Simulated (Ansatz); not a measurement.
Several settings on one geometry of Ge(SMe)H3 (CH₆GeS) (that of the charge 0 singlet, PBE-D4/def2-SVP). Ansatz on 2 threads of AMD EPYC 9R45 on a shared host; times are rough.

```tsv
atom	x (Å)	y (Å)	z (Å)
Ge1	-0.381	0.848	-1.234
S2	-0.462	0.795	1.002
C3	0.364	-0.818	1.294
H4	-0.201	-1.656	0.839
H5	0.386	-0.962	2.391
H6	1.405	-0.821	0.916
H7	1.093	0.838	-1.728
H8	-1.086	2.161	-1.652
H9	-1.118	-0.385	-1.829
```

Totals from different functionals, basis sets or treatments of relativity can't be compared as stabilities.

The 6-31G sets use Cartesian d functions. Correlated methods freeze 15 core orbitals; core or outer-core shells of Ge are correlated, in sets that lack core-valence functions.

Scalar relativity in a set contracted without it gives distorted totals.

(1) Give the basis size and estimate the energy, ⟨S²⟩ and time of these runs.

```csv
run,method,charge,state,further keys
1,RKS PBE-QIDH/STO-3G,0,singlet,scf: {omitted_lower_state_checks: [starts]}; forces asked
2,RKS CAM-B3LYP/def2-mTZVPP,0,singlet,"fitting: {mean_field: cc-pVTZ-jkfit}; point_charges: [{charge: 2.00, position_ang: [5.586, -0.797, 0.872]}]; scf: {omitted_lower_state_checks: [starts]}"
3,RKS B2PLYP/6-31G,0,singlet,–
4,RKS SVWN5/def2-mTZVPP,0,singlet,fitting: {mean_field: cc-pVTZ-jkfit}; scf: {lower_state_search: full}; forces asked
5,RKS rPW86-PBE-D4/6-31G*,0,singlet,scf: {omitted_lower_state_checks: [starts]}
6,RKS PBEsol-D3(BJ)/def2-mTZVP,0,singlet,fitting: {mean_field: cc-pVTZ-jkfit}; pseudopotentials: {relativity: scalar}; scf: {omitted_lower_state_checks: [starts]}; forces asked
7,RKS r2SCANh/cc-pVDZ,0,singlet,fitting: {mean_field: def2-universal-jkfit}
```

Results:

(1) 
```tsv
run	functions	energy (Eh)	⟨S²⟩	wall time
1	38	-2487.3284	–	0.75 s
2	112	-2517.0394	–	0.7 s
3	63	-2515.8718	–	0.8 s
4	112	-2512.0074	–	0.4 s
5	81	-2517.8896	–	1.1 s
6	95	-2532.1851	–	0.5 s
7	89	-2516.8106	–	1 s
```
